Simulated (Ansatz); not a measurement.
This geometry of BClF2 + BrH (6 atoms, charge 0, multiplicity 1) is a first-order saddle point.

Computed with RKS revPBE-D4/def2-SVP (Ansatz 0.2.0).

```xyz
6
Properties=species:S:1:pos:R:3
B 0.015 -0.257 0.066
Cl 0.004 0.266 2.034
F 1.165 0.122 -0.499
F -1.159 0.052 -0.494
Br 0.081 -2.406 0.551
H 0.050 -1.291 1.860
```

**Question.** Which two structures does it join? (They come from a converged band through this point; their orientation in space is the band's.)

**Answer.** Bonds broken: B1–Cl2, Br5–H6. Bonds formed: B1–Br5, Cl2–H6. BClF2 + BrH becomes BBrF2 + ClH.

Initial state:

```xyz
6
Properties=species:S:1:pos:R:3
B -0.012 0.339 0.056
Cl -0.035 0.746 1.779
F 1.143 0.244 -0.588
F -1.150 0.189 -0.606
Br 0.086 -2.966 0.880
H 0.124 -2.065 1.998
```

Final state:

```xyz
6
Properties=species:S:1:pos:R:3
B 0.016 -0.532 -0.436
Cl 0.012 0.267 2.620
F 1.145 0.131 -0.641
F -1.151 0.065 -0.630
Br 0.073 -2.414 0.008
H 0.059 -1.031 2.596
```

**Question.** How far does it lie above each of them?

**Answer.** 0.70 eV above the first and 0.55 eV above the second. This is the barrier of this one path; another mechanism may lie lower. The orbitals stay closed-shell, which can raise the energy where a bond breaks towards radicals; this wasn't checked here.

The run took 2.2 min on 2 threads of Arm Neoverse V1, on a shared host, peak memory 0.14 GiB.
